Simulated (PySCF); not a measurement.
From one molecule to another.

First species: C8H8ClP.
Atom-mapped SMILES: `[Cl:1][c:2]1[cH:3][cH:4][c:5]([CH:6]2[CH2:7][CH2:8]2)[p:9][cH:10]1` (hydrogens: H11 on C3; H12 on C4; H13 on C6; H14, H15 on C7; H16, H17 on C8; H18 on C10)

Second species: C5H13NP2.
Z-matrix (Å and degrees, GFN2-xTB geometry), rows numbered from 1:
```
C 
P   1  1.8493
C   2  1.8585  1   99.01
C   3  1.5274  2  109.32  1   158.52
P   4  1.8566  3  109.15  2    12.11
N   5  1.7236  4   96.30  3  -171.15
C   5  1.8578  4   96.58  3   -73.96
C   7  1.5278  5  109.53  4    57.53
H   1  1.0886  2  108.95  3  -173.80
H   1  1.0889  2  108.90  3    68.25
H   1  1.0897  2  111.66  3   -52.81
H   3  1.0934  2  107.25  1   -81.14
H   3  1.0948  2  109.92  1    35.68
H   4  1.0933  3  111.39  2   131.90
H   4  1.0937  3  112.33  2  -107.27
H   6  1.0170  5  110.17  4   167.89
H   6  1.0169  5  110.17  4   -74.24
H   7  1.0936  5  107.51  4   178.00
H   7  1.0937  5  108.40  4   -65.59
H   8  1.0933  2  108.49  1    63.85
H   8  1.0950  2  108.92  1   -53.21
```

Levels: PBE0/pcSseg-1 for HOMO energy, LUMO energy and HOMO–LUMO gap. Geometries: GFN2-xTB. All species are isolated and taken at one optimised geometry, non-relativistic unless stated. Electronic properties by PySCF.

Dipoles, sizes and rotational constants follow the conformer. The torsions of the flexible species, by atom-mapped SMILES:
- `[Cl:1][c:2]1[cH:3][cH:4][c:5]([CH:6]2[CH2:7][CH2:8]2)[p:9][cH:10]1`: C4–C5–C6–C7 144°

The conformers of `CP1CCP(N)CC1` aren't listed.

| property | column X | column Y |
| --- | --- | --- |
| HOMO energy | -5.26 eV | -6.82 eV |
| LUMO energy | 0.32 eV | -1.77 eV |
| HOMO–LUMO gap | 5.58 eV | 5.05 eV |

Task: Which column belongs to which species?

Result: Column X is the second species and column Y the first. The first has 18 atoms and 88 electrons, the second 21 and 80.

Task: How does each property change from the first species to the second?

Result: HOMO energy +1.56 eV; LUMO energy +2.09 eV; HOMO–LUMO gap +0.53 eV.

